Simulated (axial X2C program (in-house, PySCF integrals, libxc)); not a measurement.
Which molecule has these constants?

Computed with an in-house relativistic program for diatomic molecules, spin-free (one-electron X2C) or two-component (2c: spin–orbit coupling with atomic mean-field Coulomb and Gaunt terms, which also bring small scalar terms), in Dyall basis sets with cores contracted in-house; open shells are unrestricted.

A two-component PBE0 calculation in a Dyall 3-zeta basis gave Re = 2.237 Å, ωe = 380.7 cm⁻¹, De = 3.77 eV, dipole magnitude 2.91 D, Ω = 3.

Question: Which molecule is it?
A. MnCl
B. MnBr
C. MnF
D. MnI

Answer: A. The others have MnI 2.597 Å and 233.6 cm⁻¹ (Ω = 3); MnBr 2.382 Å and 284.9 cm⁻¹ (Ω = 3); MnF 1.830 Å and 618.7 cm⁻¹ (Ω = 3).

Each entry is the lowest single determinant of a limited PBE0 search at one distance. De goes to single-determinant-based atoms at the same level (for ions the charge split of lowest energy) and is withheld (n/a) where an atom does not fit its ground term or J level. Main or longest-lived isotopes. One determinant is a doubtful description, or other states lie close, for MnCl, MnI, MnBr, MnF; these need not be ground states, and all values refer to the states named. Some open-shell Ω = 0 determinants are out of reach, so the Ω given for MnCl, MnI, MnBr, MnF need not be the lowest component. With several unpaired electrons the Ω given is that of one determinant, not necessarily of the lowest component. Some light 2c atoms are not at their ground J level, so De misses part of their lowering (0.04 eV or less). The functionals have no current term, which raises determinants with orbital currents.
